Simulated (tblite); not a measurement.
Species: C₅H₁₁NOSi.
Atom-mapped SMILES: `[CH3:1][CH2:2][C@@H:3]1[CH2:4][C:5](=[O:6])[Si@H:7]1[NH2:8]` (hydrogens: H9, H10, H11 on C1; H12, H13 on C2; H14 on C3; H15, H16 on C4; H17 on Si7; H18, H19 on N8)

Geometry (GFN2-xTB, Å), atoms numbered from 1 in this order:
```
atom  x, y, z in Å
C1    -2.528    0.721    0.096
C2    -1.318    0.166    0.842
C3    -0.041    0.252    0.016
C4    -0.012   -0.655   -1.232
C5     1.410   -1.172   -1.104
O6     2.114   -1.651   -1.956
Si7    1.577   -0.518    0.719
N8     2.754    0.624    1.236
H9    -2.700    0.166   -0.823
H10   -2.370    1.766   -0.160
H11   -3.423    0.650    0.711
H12   -1.507   -0.876    1.112
H13   -1.178    0.726    1.769
H14    0.098    1.295   -0.283
H15   -0.221   -0.168   -2.184
H16   -0.695   -1.499   -1.126
H17    1.465   -1.519    1.771
H18    3.572    0.302    1.726
H19    2.991    1.400    0.638
```

Method: GFN2-xTB as coded in tblite; computed harmonic values from a numerical Hessian at the method's own geometry, unscaled. Against measured fundamentals such values can be off by several per cent, at times by over 20. Modes of hydrogen on silicon can be 10 to 20 % off. One conformer, not necessarily the lowest.

Harmonic wavenumbers (cm⁻¹): 62.8, 87.2, 102.6, 137.1, 177.3, 195.8, 223.3, 300.6, 357.1, 390.4, 423.1, 492.6, 507.9, 552.9, 603.3, 659.2, 704.9, 804.4, 813.8, 846.6, 924.0, 948.0, 996.0, 1003.1, 1026.2, 1066.3, 1133.5, 1139.3, 1204.9, 1222.3, 1254.6, 1299.6, 1351.9, 1413.9, 1434.7, 1498.2, 1504.9, 1505.4, 1507.5, 1779.1, 2303.0, 2942.7, 2961.6, 2971.7, 2976.9, 2992.7, 3026.8, 3029.3, 3037.5, 3465.8, 3504.8.

A = 2288, B = 1211, C = 860.6 MHz; mass 129.061 u (most abundant isotopes); point group C1, symmetry number 1.

**Question.** What is the zero-point energy?

**Answer.** ½Σν̃ = 33435 cm⁻¹ = 95.59 kcal/mol.

**Question.** Entropy at 500 K, 1 bar (ideal gas, RRHO, classical rotation)?

**Answer.** Translation 43.07, rotation 30.83, vibration 50.62: S = 124.5 cal/(mol K).

**Question.** And Cp and H(500 K) − H(0)?

**Answer.** Cp = 57.64 cal/(mol K), of which vibrations give 49.69 (their classical limit is 51 R = 101.3); H(500 K) − H(0) = 17.11 kcal/mol without the zero-point energy, 13.13 from vibrations.

**Question.** How do the functions run with temperature in this model?

**Answer.** 
```
 T (K)  S (cal/(mol K))  Cp (cal/(mol K))  H − H(0) (kcal/mol)  G − H(0) (kcal/mol)  ln q(vib)
   150             77.9              24.6                 2.40                -9.29       2.80
   250             92.9              34.9                 5.38               -17.85       5.52
298.15             99.5              39.8                 7.18               -22.49       6.83
   400            112.6              49.5                11.74               -33.29       9.59
   600            135.6              64.3                23.22               -58.17      14.87
   900            164.7              78.6                44.84              -103.37      22.26
```

q(vib) and H(0) count from the zero-point level.

**Question.** Which modes carry the vibrational entropy at 500 K?

**Answer.** 62.8 cm⁻¹: 5.39; 87.2 cm⁻¹: 4.74; 102.6 cm⁻¹: 4.42; 137.1 cm⁻¹: 3.85; 177.3 cm⁻¹: 3.35; 195.8 cm⁻¹: 3.15 cal/(mol K); the other 45 give 25.73 together.

**Question.** What must be added to the electronic energy to get the Gibbs energy at 500 K and 1 bar?

**Answer.** ZPE + [H(500 K) − H(0)] − T·S = 95.59 + 17.11 − 62.26 = 50.44 kcal/mol.

Hindered rotation and anharmonicity are outside this model. Other conformers, if any are populated, would add a mixing term that is left out. The structure is chiral; the term R ln 2 for an equal mix with its mirror image is left out.

On Intel Xeon at 2.50 GHz, one thread, no GPU, on a shared host, this took 2.3 s. This covers the Hessian and the dipole derivatives.
